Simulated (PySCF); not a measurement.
**Electron correlation in Co⁻ (cobalt, charge -1)**

[Ar] 3d8 4s2, high-spin 3F determinant. All numbers are calculated (PySCF 2.14, scalar relativity by spin-free X2C-1e, in aug-cc-pwCVTZ-DK with one added diffuse shell each of s, p, d, f, g type (11s10p8d5f4g, 152 functions)). Frozen: [Ne]; 18 electrons correlated.

MP2 pair energies summed by pair of shells (mhartree):

| pair | energy | share (%) |
| --- | --- | --- |
| 3d-3d | -316.82 | 38.6 |
| 3p-3d | -271.66 | 33.1 |
| 3p-3p | -79.71 | 9.7 |
| 3s-3d | -56.65 | 6.9 |
| 3s-3p | -40.69 | 5.0 |
| 3d-4s | -31.93 | 3.9 |
| 4s-4s | -11.01 | 1.3 |
| 3s-3s | -5.80 | 0.7 |
| 3p-4s | -5.11 | 0.6 |
| 3s-4s | -0.50 | 0.1 |

Total MP2 correlation energy: -819.87 mhartree.

Same-spin part -263.95 and opposite-spin part -555.92 mhartree; SCS-MP2 scales them by 1/3 and 6/5 to -755.08 mhartree.

The Hartree-Fock reference does not bind the outermost electron (its level is positive or very diffuse), so these energies belong to a reference that the basis holds together.
